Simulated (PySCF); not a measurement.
C5H15NOSi: full NMR table

```yaml
Formula: C5H15NOSi
SMILES: CC(C)[Si@H](O)N(C)C
InChI: InChI=1S/C5H15NOSi/c1-5(2)8(7)6(3)4/h5,7-8H,1-4H3/t8-/m0/s1
Point_group_of_the_computed_structure: C1
Degrees_of_unsaturation: 0
Carbon_signals: 4
Proton_signals: 6
```

Bonds (- single, = double, # triple, : aromatic): C1-C2, C2-C3, C2-Si4, Si4-O5, Si4-N6, N6-C7, N6-C8. C1 carries H9, H10, H11; C2 carries H12; C3 carries H13, H14, H15; Si4 carries H16; O5 carries H17; C7 carries H18, H19, H20; C8 carries H21, H22, H23. Stereochemistry as in CC(C)[Si@H](O)N(C)C.

[PySCF 2.14.0 with density-fitted response routines: NMR shieldings at PBE0/pcSseg-1/GIAO; coordinates at the PBE0-D3(BJ)/def2-SVP level; no relativistic terms; in vacuum; single conformer; rapidly exchanging positions averaged]

Shifts are taken against calculated references (same method and geometry level): $^{1}$H (31.27 ppm), $^{13}$C (184.41 ppm), $^{29}$Si (351.99 ppm) against TMS; $^{15}$N (265.67 ppm) vs NH3; $^{17}$O (334.56 ppm) vs H2O.

| carbon | δC, type | δH (multiplicity) | HMBC from (2–3 bonds) | span of the C tensor (ppm) |
| --- | --- | --- | --- | --- |
| C1 | 17.6, CH3 | 1.06 (d) | H16, H13/H14/H15, H12 | 32 |
| C2 | 13.7, CH | 0.65 (m) | H16, H9/H10/H11, H13/H14/H15 | 12 |
| C3 | 16.1, CH3 | 0.88 (d) | H16, H9/H10/H11, H12 | 32 |
| C7/C8 | 37.3, CH3 | 2.46 (s) | H16, H18/H19/H20/H21/H22/H23 | 62 |

Other nuclei:
```json
{"atoms": "H16", "nucleus": "$^{1}$H", "environment": "hydrogen on a silicon bonded to C, N, O", "δ (ppm)": "4.57", "σ (ppm)": "26.69"}
{"atoms": "H17", "nucleus": "$^{1}$H", "environment": "hydrogen on an oxygen bonded to Si", "δ (ppm)": "0.47", "σ (ppm)": "30.80"}
{"atoms": "Si4", "nucleus": "$^{29}$Si", "environment": "silicon bonded to C, N, O, H", "δ (ppm)": "-6.5", "σ (ppm)": "358.5"}
{"atoms": "N6", "nucleus": "$^{15}$N", "environment": "nitrogen bonded to 2 C, Si", "δ (ppm)": "31.8", "σ (ppm)": "233.9"}
{"atoms": "O5", "nucleus": "$^{17}$O", "environment": "oxygen bonded to Si, H", "δ (ppm)": "29.3", "σ (ppm)": "305.3"}
```

- Carbon types of the structure: 1 × CH, 4 × CH3, leaving 2 H on heteroatoms.
- δC 37.3: methyl carbon bonded to N; deshielded by the electronegative neighbour.
- δC 17.6, 16.1: methyl carbon; aliphatic region, no heteroatom directly attached.
- δH 2.46: hydrogen on a methyl carbon bonded to N; its carbon carries N, which withdraws density.
- δH 0.65: hydrogen on an sp3 CH bonded to Si; an electropositive neighbour shields it, as in TMS itself.
- δH 0.47: hydrogen on an oxygen bonded to Si; labile proton, position sensitive to the medium.

OH and NH positions are those of a molecule without intermolecular hydrogen bonds; in solution they move with solvent, concentration and temperature, and exchange usually removes their couplings. Shifts are as computed. Against solution values, carbons near 30 ppm lie about +2 ppm off and those near 130 ppm about +5 ppm. Of 1309 compounds with measured shifts, 239 miss one by over three times the rms of a fit or turn the order of signals round; such compounds aren't used in these exercises. Experimental scales use liquid or dissolved standards, which lie at an offset from isolated NH3 (liquid NH3: subtract about 20 ppm) and H2O (liquid H2O: subtract about 36 ppm). No couplings were computed; multiplicities are counted from neighbouring protons, with m where these are inequivalent, close in shift, in a saturated or five-membered ring or joined by F or P, and br s for small geminal =CH2 splittings.
